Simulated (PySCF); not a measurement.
SMILES OC#CC(F)(F)F, C3HF3O

Molfile (atoms numbered from 1):
```
C3HF3O
     RDKit          3D

  8  7  0  0  0  0  0  0  0  0999 V2000
    1.4016    0.9752   -1.5530 O   0  0  0  0  0  0  0  0  0  0  0  0
    0.7008    0.4946   -0.5808 C   0  0  0  0  0  0  0  0  0  0  0  0
    0.0739    0.1043    0.3614 C   0  0  0  0  0  0  0  0  0  0  0  0
   -0.6979   -0.3704    1.4955 C   0  0  0  0  0  0  0  0  0  0  0  0
   -1.9784    0.0181    1.4327 F   0  0  0  0  0  0  0  0  0  0  0  0
   -0.6980   -1.7089    1.5624 F   0  0  0  0  0  0  0  0  0  0  0  0
   -0.2039    0.0876    2.6512 F   0  0  0  0  0  0  0  0  0  0  0  0
    1.3700    0.3913   -2.3216 H   0  0  0  0  0  0  0  0  0  0  0  0
  1  2  1  0
  2  3  3  0
  3  4  1  0
  4  5  1  0
  4  6  1  0
  4  7  1  0
  1  8  1  0
M  END
```

Theory: TDDFT CAM-B3LYP/def2-TZVPD excited states, vertical, gas phase (PySCF 2.14.0). Geometry: PBE0-D3(BJ)/def2-TZVP.

**Question.** Give the one- and two-photon strengths of the lowest singlets.

**Answer.** δ for parallel linear polarisation; σ at the peak of a Lorentzian of half width 0.1 eV, single beam; Ω is circular over linear.
| state | E (eV) | f | photon λ (nm) | δ (au) | σ (GM) | Ω | main |
| --- | --- | --- | --- | --- | --- | --- | --- |
| S1 | 6.17 | 0.001 | 402 | 0.78 | 0.01 | 1.50 | HOMO→LUMO 0.64, HOMO→LUMO+2 0.19 |
| S2 | 6.34 | 0.002 | 391 | 0.2 | 0.00 | 1.50 | HOMO→LUMO+2 0.35, HOMO→LUMO 0.30 |
| S3 | 6.85 | 0.005 | 362 | 9.59 | 0.17 | 1.08 | HOMO−1→LUMO 0.77 |
| S4 | 6.95 | 0.005 | 357 | 0.4 | 0.01 | 0.74 | HOMO−1→LUMO+2 0.21, HOMO−1→LUMO 0.18 |
| S5 | 7.32 | 0.000 | 339 | <0.1 | 0.00 | – | HOMO−1→LUMO+5 0.43, HOMO−1→LUMO+3 0.42 |
| S6 | 8.06 | 0.048 | 308 | 4.94 | 0.12 | 1.50 | HOMO→LUMO+1 0.64, HOMO→LUMO+2 0.14 |

Among these, the strongest one-photon state is S6, the strongest two-photon state S3, with a dipole change of 6.1 D (relaxed, norm of the difference vector).
